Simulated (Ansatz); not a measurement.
Consider the redistribution: `BrB(Br)Br` + `BBr` → 2 `BrBBr`.

Gas-phase electronic energies from Ansatz, PBE0-D4/def2-TZVP geometries. CCSD(T)/CBS is the MP2 limit (def2-TZVPP, def2-QZVPP) plus CCSD(T) − MP2 in def2-TZVPP, frozen cores. Functionals use def2-TZVPP. For Br outer-core shells are correlated without core-valence functions, which leaves a few kJ/mol of doubt a bond. Scalar relativity is left out up to krypton.

Is it downhill or uphill in electronic energy at CCSD(T)/CBS, and by how much? (Estimate.)

Ansatz gave: Downhill: ΔE = -16.1 kJ/mol.

What do these levels give: LDA (SPW92), PBE-D4, ωB97M-V, PBE, revPBE, BLYP? (An estimate is asked.)

Computed: LDA (SPW92) -18.8, PBE-D4 -17.1, ωB97M-V -16.0, PBE -19.4, revPBE -19.8, BLYP -20.7 kJ/mol.

Largest T1 diagnostic among the species: 0.010.

The D4 term adds +3.9 kJ/mol with B3LYP and +2.0 kJ/mol with PBE0; it sums over pairs of atoms, weighted by their polarisabilities, and B3LYP, whose exchange is more repulsive, gets the larger term. In def2-TZVPP, CCSD(T) changes the Hartree–Fock value by +3.5 kJ/mol (the triples alone add +0.7 kJ/mol) and MP2 by +7.2 kJ/mol.

B3LYP here is the variant with VWN-RPA as its local correlation; programs differ in this.
